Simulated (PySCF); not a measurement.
CH8Si2, SMILES [SiH2](C)[SiH3].

Geometry optimised at B3LYP-D3(BJ)/def2-SVP.

All values below come from B3LYP-D3(BJ)/def2-SVP (PySCF).

Frequencies are harmonic and unscaled.

| mode | ν (cm⁻¹) | IR (km/mol) | moving atoms (share of kinetic energy) |
|---|---|---|---|
| 1 | 98 | 0.0 | H 92 % |
| 2 | 142 | 1.6 | Si 34 %, H 33 %, C 33 % |
| 3 | 162 | 0.3 | H 95 % |
| 4 | 359 | 18.8 | H 96 % |
| 5 | 417 | 1.4 | Si 81 %, H 16 % |
| 6 | 491 | 22.0 | H 84 %, Si 16 % |
| 7 | 513 | 0.4 | H 90 %, Si 9 % |
| 8 | 669 | 0.3 | H 88 %, Si 10 % |
| 9 | 679 | 2.0 | H 43 %, C 41 %, Si 16 % |
| 10 | 722 | 55.3 | H 64 %, Si 22 %, C 14 % |
| 11 | 852 | 448.0 | H 85 %, Si 9 % |
| 12 | 889 | 24.3 | H 79 %, C 17 % |
| 13 | 913 | 8.3 | H 84 %, Si 11 % |
| 14 | 939 | 5.9 | H 97 % |
| 15 | 946 | 44.4 | H 97 % |
| 16 | 954 | 101.6 | H 96 % |
| 17 | 1270 | 8.5 | H 80 %, C 20 % |
| 18 | 1438 | 1.7 | H 96 % |
| 19 | 1438 | 5.9 | H 96 % |
| 20 | 2195 | 122.1 | H 98 % |
| 21 | 2197 | 21.5 | H 96 % |
| 22 | 2201 | 13.6 | H 98 % |
| 23 | 2209 | 199.6 | H 96 % |
| 24 | 2213 | 128.9 | H 96 % |
| 25 | 3032 | 4.9 | H 97 % |
| 26 | 3126 | 3.1 | H 91 %, C 9 % |
| 27 | 3127 | 4.0 | H 91 %, C 9 % |
